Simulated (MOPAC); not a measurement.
MOPAC input (PM6):

```
PM6 1SCF GEO-OK AUX(PRECISION=9) THREADS=1
BrClSi

Si    0.37905529 1    0.37458605 1    1.09033515 1
Cl    1.11439094 1    1.83057975 1   -0.21844460 1
Br   -0.69289771 1   -1.03897316 1   -0.33003239 1
```

From the last part of the output:

```
                                                       MOPAC v23.2.5 Linux

          FINAL HEAT OF FORMATION =        -12.06424 KCAL/MOL =     -50.47679 KJ/MOL

          COSMO AREA              =        117.85 SQUARE ANGSTROMS
          COSMO VOLUME            =        109.00 CUBIC ANGSTROMS

          IONIZATION POTENTIAL    =          8.651098 EV
          HOMO LUMO ENERGIES (EV) =         -8.651 -1.953
          NO. OF FILLED LEVELS    =          9
          MOLECULAR WEIGHT        =        143.4425         POINT GROUP:  Cs

          MOLECULAR DIMENSIONS (Angstroms)

            Atom       Atom       Distance
           Br     3   Cl     2     3.39309
           Cl     2   Si     1     1.37013
           Si     1   Br     3     0.00000

          SCF CALCULATIONS        =          1

   ATOM   CHEMICAL          X               Y               Z
  NUMBER   SYMBOL      (ANGSTROMS)     (ANGSTROMS)     (ANGSTROMS)

     1      Si          0.37905529  *   0.37458605  *   1.09033515  *
     2      Cl          1.11439094  *   1.83057975  *  -0.21844460  *
     3      Br         -0.69289771  *  -1.03897316  *  -0.33003239  *

                             CARTESIAN COORDINATES

   1   Si        0.379055290     0.374586050     1.090335150
   2   Cl        1.114390940     1.830579750    -0.218444600
   3   Br       -0.692897710    -1.038973160    -0.330032390

           Empirical Formula: Si Cl Br  =     3 atoms

      MOLECULAR POINT GROUP   :   Cs

                  EIGENVALUES
 -27.80530 -26.38385 -17.15981 -12.85622 -12.19478 -12.14441 -10.93812 -10.65363
  -8.65110  -1.95324  -1.58292  -1.38364   1.18149   1.28562   1.37356   1.55621
   2.20991  89.30750  89.40658  89.48508  89.86337  89.86721 114.46524 114.48132
 114.55886 114.70615 114.71565

              NET ATOMIC CHARGES AND DIPOLE CONTRIBUTIONS

  ATOM NO.   TYPE          CHARGE      No. of ELECS.   s-Pop       p-Pop       d-Pop
    1         Si           0.494544        3.5055     1.90159     1.26921     0.33465
    2         Cl          -0.226410        7.2264     1.99481     5.22962     0.00199
    3         Br          -0.268134        7.2681     1.96253     5.30254     0.00306
 DIPOLE           X         Y         Z       TOTAL
 POINT-CHG.     0.581     0.237     3.253     3.313
 HYBRID        -0.239    -0.161    -1.041     1.080
 SUM            0.342     0.076     2.212     2.239

          ATOMIC ORBITAL ELECTRON POPULATIONS

     Atom    s        px        py        pz      x^2-y^2     xz        z^2       yz        xy
    1 Si   1.90159   0.30416   0.38781   0.57724   0.06210   0.04494   0.04041   0.08825   0.09895
    2 Cl   1.99481   1.80255   1.68546   1.74161   0.00029   0.00024   0.00024   0.00074   0.00047
    3 Br   1.96253   1.78570   1.74793   1.76891   0.00035   0.00059   0.00043   0.00093   0.00076

 **********************
 *                    *
 * JOB ENDED NORMALLY *
 *                    *
 **********************

 == MOPAC DONE ==
```

The geometry given is a B3LYP-D3(BJ)/def2-TZVP minimum.
